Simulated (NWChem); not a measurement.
## Ionisation of ClGa

```xyz
2

Ga     0.0000     0.0000    -0.7909
Cl     0.0000     0.0000     1.4423
```
Charge 0, spin multiplicity 1.

Everything below was run with NWChem. Structure: optimised with B3LYP/def2-SVP, a minimum by its harmonic frequencies.

Basis set: def2-TZVP. The species with one electron less has spin multiplicity 2 and keeps the geometry of the parent. Δ marks differences of total energies (open shells unrestricted). −ε marks an orbital energy of the parent. That orbital need not have the symmetry of the hole or added electron in the Δ rows.

The Hamiltonian is non-relativistic. B3LYP has NWChem's definition, with VWN1-RPA local correlation. The structure started from a generated list of species. No SCF solution was tested for a lower state.

Q: Order these methods by the first vertical ionisation energy they give, lowest first: −ε(HOMO) of HF, −ε(HOMO) of M06-2X, −ε(HOMO) of PBE, −ε(HOMO) of B3LYP, ΔM06-2X, ΔB3LYP.

A: −ε(HOMO) of PBE (6.50 eV), −ε(HOMO) of B3LYP (7.36 eV), −ε(HOMO) of M06-2X (8.34 eV), −ε(HOMO) of HF (9.58 eV), ΔM06-2X (9.74 eV), ΔB3LYP (9.96 eV)
